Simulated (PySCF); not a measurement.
Compound: C6H5F2O2 (doublet state).
Cartesian coordinates in Å at the GFN2-xTB level; atoms count from 1:
```xyz
15
C6H5F2O2 angstrom
O     -0.294    2.130    0.241
C     -0.645    1.100   -0.269
C     -1.911    0.843   -0.991
C     -1.977   -0.442   -1.278
C     -0.847   -1.267   -0.838
C      0.158   -0.213   -0.300
O      0.640   -0.615    0.969
C      1.703    0.083    1.443
F      1.987   -0.388    2.660
F      2.809   -0.137    0.679
H     -2.618    1.627   -1.181
H     -1.140   -1.931   -0.024
H     -0.427   -1.873   -1.639
H      1.000   -0.084   -0.997
H      1.556    1.176    1.502
```

The hyperfine couplings belong to this conformer and change with its torsions.

As a line formula: `FC(F)O[C@H]1C[C]=CC1=O` [radical].

Theory: PySCF, UKS B3LYP, pcH-1 on C F H O, non-relativistic, mean-field spin-orbit, GIAO. One conformer (not necessarily the lowest) at the GFN2-xTB geometry, without solvent, vibrations or thermal averaging. Couplings are sensitive to structure, and on GFN2-xTB geometries they can be far from those on DFT ones. Stability of the SCF solution: not tested.

**Question.** Where do the isotropic ENDOR lines of C4, C2, C5, C6, C3, F10, H11, H13, H12 and H14 fall at 1217.0 mT, to first order?

**Answer.** ν± = |νn ± a/2|, one line for each electron-spin manifold; νn = |g_N| × 7.62259 MHz/T × B.

```tsv
nuclei	isotope	g_N	νn (MHz)	a_iso (MHz)	lower line (MHz)	upper line (MHz)
C4	13C	1.4048	13.03	418.46	196.20	222.26
C2	13C	1.4048	13.03	64.83	19.38	45.45
C5	13C	1.4048	13.03	27.31	0.62	26.69
C6	13C	1.4048	13.03	21.68	2.19	23.87
C3	13C	1.4048	13.03	5.23	10.42	15.65
F10	19F	5.2577	48.77	2.13	47.71	49.84
H11	1H	5.5857	51.82	46.37	28.63	75.00
H13	1H	5.5857	51.82	19.93	41.85	61.78
H12	1H	5.5857	51.82	9.70	46.97	56.67
H14	1H	5.5857	51.82	-2.63	50.50	53.13
```

The rows for 13C, of low natural abundance, apply to labelled samples.

**Question.** Which pairs are centred on the nuclear Larmor frequency, and which on half the coupling?

**Answer.** Centred on νn, since |a| < 2νn: C6, C3, F10, H11, H13, H12 and H14. Centred on |a|/2 and split by 2νn: C4, C2 and C5.

**Question.** At what field would the lower line of C4 fall to zero frequency?

**Answer.** Where νn = |a|/2, that is B = 209.23 MHz/(1.4048 × 7.62259 MHz/T) = 19500 mT, as far as first order holds there.

Couplings of abundant isotopes left out: F9 (-0.9 MHz).

Largest spin populations (Mulliken): C4 (+0.95), C3 (-0.09) and C6 (+0.06). No atom but C4 exceeds +0.15. The positive populations add up to 1.11 and the negative ones to -0.11, together 2S = 1.

On an Arm Neoverse V2 with one thread (shared host), this took 97 s of wall time (grids of density and orbitals included) and 0.97 GiB of memory at its peak.
